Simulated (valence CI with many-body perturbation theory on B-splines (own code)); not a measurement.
# Missing levels of Sm XIV

Method: configuration interaction combined with many-body perturbation theory (CI+MBPT): three valence electrons over a frozen Dirac-Fock core [Kr] 4d10, radial functions for each j: 7 s, 7 p, 7 d, 7 f, 4 g, 2 h, with the one-electron correlation potential Σ1 (screened to all orders), the two-electron term Σ2, the three-electron term Σ3, Breit, model QED; selected single and double excitations, second order for the rest, scaled by the run's own slope (own B-spline code, finite nucleus).

No measured levels were compared; by estimate terms of the open shell hold to a few per cent of their energy, and close levels can change places; configurations with another count of f electrons can be misplaced by thousands of cm⁻¹.

| Level | E (eV) |
| --- | --- |
| 4f 5s2 2F°_5/2 | 0.0000 |
| 4f 5s2 2F°_7/2 | ? |
| 4f2 5s 4H_7/2 | ? |
| 4f2 5s 4H_9/2 | 2.886 |
| 4f2 5s 4H_11/2 | 3.308 |
| 4f2 5s 4F_3/2 | 3.717 |
| 4f2 5s 4H_13/2 | 3.783 |
| 4f2 5s 4F_5/2 | ? |
| 4f2 5s 4F_7/2 | 4.156 |
| 4f2 5s 2H_9/2 | 4.186 |
| 4f2 5s 4F_9/2 | 4.411 |
| 4f2 5s 2G_7/2 | 4.942 |
| 4f2 5s 2H_11/2 | 5.083 |
| 4f2 5s 2G_9/2 | 5.297 |
| 4f2 5s 2F_5/2 | 5.300 |
| 4f2 5s 2F_7/2 | ? |
| 4f2 5s 2D_5/2 | ? |
| 4f2 5s 2D_3/2 | 6.918 |
| 4f2 5s 4P_1/2 | 7.351 |
| 4f2 5s 4P_3/2 | ? |

Names give the largest LS component (configuration and term), which can be under half, so a name can repeat, a term be missing and a line seem to break the LS rules; names also repeat where a configuration has a term twice.

**Question.** The levels stand in rising order. What does the calculation give for the missing energies?

**Answer.** 4f 5s2 2F°_7/2 0.7678; 4f2 5s 4H_7/2 2.605; 4f2 5s 4F_5/2 3.903; 4f2 5s 2F_7/2 5.990; 4f2 5s 2D_5/2 6.848; 4f2 5s 4P_3/2 7.551.
